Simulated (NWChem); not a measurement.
SbH$_{3}$Te$_{2}$; SMILES [TeH][SbH][TeH]

```xyz
6

Sb    -1.1396     0.0037     0.0000
H     -1.1072    -1.7316     0.0000
Te     0.5640    -0.0165     2.2395
H      0.2862     1.6275     2.4563
Te     0.5640    -0.0165    -2.2395
H      0.2862     1.6275    -2.4563
```
Atoms are numbered in this order, from 1.

Results from NWChem. The geometry was optimised at PBE-D3(BJ)/def2-SVP. def2 effective core potentials on Sb, Te; no spin-orbit coupling.

### Question
What does the run give for PBE0/def2-SVP (core potentials)? Quantities: highest occupied level (eV); orbital gap (eV); dipole (D).

### Answer
```
Property                     Value
---------------------------  -----
highest occupied level (eV)  -6.22
orbital gap (eV)              4.15
dipole (D)                    1.16
```
